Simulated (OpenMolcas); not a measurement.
**Levels of O by method**

* Program: OpenMolcas
* Basis: ANO-RCC-VQZP [5s4p3d2f1g]
* Scalar Hamiltonian: DKH2, point nucleus
* Active space: 6 electrons in 8 orbitals (2s 2p 3s 3p)
* State averaging: 2S+1 = 3 even, 3 roots; 2S+1 = 1 even, 6 roots
* Spin-orbit coupling: RASSI with atomic mean-field integrals over the reference wave functions, term energies averaged over their components

Methods on the same reference wave functions:
A. CASSCF
B. SS-CASPT2, IPEA 0.25 Eh, imaginary shift 0.1 Eh (closed shells correlated: 1s)

Energies in cm⁻¹ above 2s² 2p⁴ ³P₂, the measured ground level; measured values from NIST Handbook of Basic Atomic Spectroscopic Data.

```
      Level      A      B  Measured
2s² 2p⁴ ³P₂    0.0    0.0       0.0
2s² 2p⁴ ³P₁    142    142       158
2s² 2p⁴ ³P₀    212    212       227
2s² 2p⁴ ¹D₂  17538  16090     15868
2s² 2p⁴ ¹S₀  30339  33570     33793
```

Deviations, from unrounded energies. A percentage is the sum of absolute deviations over the sum of measured energies, with the sign that they share, or ± where signs differ.

```csv
Against measurement,Levels,A,B
mean absolute deviation (cm-1),4,1300,120
fine structure of the ground term (%),2,-8.2,-8.1
other terms of the ground configuration (%),2,±10.3,±0.9
```

B lies closest to measurement on these levels. The largest miss of B in the table is 2s² 2p⁴ ¹S₀, by -230 cm-1. The ranking rests on the paired levels alone, and a cruder setting can come out closer through cancelling errors.

From A to B the spin-free energies of the other terms of 2s² 2p⁴ shown, above ³P, scale by factors of 0.92 to 1.11.

The lowest spin-free term lies below A's lowest term by 0.118 hartree in B.

CASPT2 breaks the degeneracy within a term, and the mean is taken; among the terms shown or strongly mixed into the levels shown the widest spread is 19 cm-1 (2s² 2p⁴ ¹D, B). Active for correlation alone: 3p 3s; no level in the range computed is led by a configuration that fills them, so any true level of that kind is missing. Without dynamic correlation excited terms often stand tens of per cent too high (terms of higher spin than the ground term too low), and those without a measured partner can miss by more than the paired ones (holds for A). Computed and measured levels are paired by configuration, term and J; levels that our copy of the source lacks, or whose pairing is in doubt (as where it misses far off the trend of its configuration), stay unpaired and out of the deviations. Levels of configurations outside the active space are missing.
